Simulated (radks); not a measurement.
All-electron atom: Sm IX in [Kr] 4d10 4f4 5s2 5p2.

All-electron calculation, scalar-relativistic Kohn-Sham, LDA (Slater exchange, VWN5 correlation), spin-polarised, spherical densities, finite nucleus; open shells are filled with parallel spins first (spin-orbit coupling, left out, can overturn this in heavy ions); Fermi nuclear charge, rms radius 5.0819 fm. Program: a radial shooting solver on a logarithmic mesh with Libxc functionals.

Energy parts (hartree):
total: -10402.6308
kinetic: 11117.0126
electron-nucleus: -25085.4242
Hartree: 3789.6795
exchange-correlation: -223.8987

Orbitals (lengths in bohr, moments of r in powers of bohr):
| orbital | occ. | eigenvalue (hartree) | <1/r> | <r> |
|---|---|---|---|---|
| 1s up | 1 | -1718.128 | 68.75 | 0.02276 |
| 1s down | 1 | -1718.120 | 68.75 | 0.02276 |
| 2s up | 1 | -284.6509 | 15.92 | 0.09708 |
| 2s down | 1 | -284.6443 | 15.92 | 0.09708 |
| 2p up | 3 | -254.5609 | 14.95 | 0.08550 |
| 2p down | 3 | -254.5530 | 14.95 | 0.08550 |
| 3s up | 1 | -65.97695 | 5.819 | 0.2553 |
| 3s down | 1 | -65.90854 | 5.823 | 0.2552 |
| 3p up | 3 | -56.56596 | 5.489 | 0.2536 |
| 3p down | 3 | -56.49755 | 5.493 | 0.2534 |
| 3d up | 5 | -43.77748 | 5.211 | 0.2312 |
| 3d down | 5 | -43.72276 | 5.215 | 0.2309 |
| 4s up | 1 | -16.75304 | 2.461 | 0.5769 |
| 4s down | 1 | -16.59995 | 2.461 | 0.5767 |
| 4p up | 3 | -13.63926 | 2.270 | 0.6092 |
| 4p down | 3 | -13.48637 | 2.270 | 0.6090 |
| 4d up | 5 | -9.25928 | 2.006 | 0.6597 |
| 4d down | 5 | -9.10508 | 2.007 | 0.6591 |
| 4f up | 4 | -4.47891 | 1.569 | 0.7901 |
| 4f down | 0 | -4.31818 | 1.570 | 0.7905 |
| 5s up | 1 | -5.56472 | 1.058 | 1.267 |
| 5s down | 1 | -5.40283 | 1.053 | 1.273 |
| 5p up | 2 | -4.64732 | 0.9532 | 1.390 |
| 5p down | 0 | -4.49491 | 0.9440 | 1.403 |

The highest occupied level is 4f up at -121.88 eV. The configuration is held as typed, so some empty levels lie below it. The electron density at the nucleus is 5.547e+05 e/bohr^3 (large components only).
